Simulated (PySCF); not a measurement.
PySCF 2.14 output of an unrestricted B2PLYP calculation on a single atom or ion in x2c-TZVPPall with one added diffuse shell each of s, p, d, f type (9s7p7d3f1g, 95 functions), with scalar relativity by spin-free X2C-1e:

```
SCF conv_tol = 1e-09
number electrons alpha = 24  beta = 20
    A. D. Becke.,  Phys. Rev. A 38, 3098 (1988)
    C. Lee, W. Yang, and R. G. Parr.,  Phys. Rev. B 37, 785 (1988)
    B. Miehlich, A. Savin, H. Stoll, and H. Preuss.,  Chem. Phys. Lett. 157, 200 (1989)
cycle= 1 E= -5043.1606365977  delta_E= -0.00834  |g|= 0.0285  |ddm|= 0.0979
cycle= 2 E= -5043.16102904275  delta_E= -0.000392  |g|= 0.00919  |ddm|= 0.0267
cycle= 3 E= -5043.16121423069  delta_E= -0.000185  |g|= 0.00696  |ddm|= 0.0136
cycle= 4 E= -5043.16137316048  delta_E= -0.000159  |g|= 0.00572  |ddm|= 0.0132
cycle= 5 E= -5043.1616355877  delta_E= -0.000262  |g|= 0.00359  |ddm|= 0.0295
cycle= 6 E= -5043.16176677135  delta_E= -0.000131  |g|= 0.00114  |ddm|= 0.0364
cycle= 7 E= -5043.16176771446  delta_E= -9.43e-07  |g|= 0.000457  |ddm|= 0.00187
cycle= 8 E= -5043.16176868462  delta_E= -9.7e-07  |g|= 0.000115  |ddm|= 0.00312
cycle= 9 E= -5043.16176869757  delta_E= -1.3e-08  |g|= 2.07e-05  |ddm|= 0.000342
cycle= 10 E= -5043.16176869782  delta_E= -2.5e-10  |g|= 2.8e-06  |ddm|= 4.3e-05
converged SCF energy = -5043.16176869782  <S^2> = 6.0020232  2S+1 = 5.0008092
```

The run itself started from symmetry-adapted Hartree-Fock orbitals and held the occupation by maximum overlap, on a logarithmic radial grid, so the iterations belong to that start.

Question: Which element, charge and spin multiplicity is this?

Answer: Pd²⁺ (palladium, charge +2), multiplicity 5; the state was [Kr] 4d7 5p1, one real determinant (an excited configuration). The SCF energy lacks the PT2 part of the double hybrid.

⟨L²⟩ = 13.83 against 20 for a pure G term, so this real determinant mixes terms.
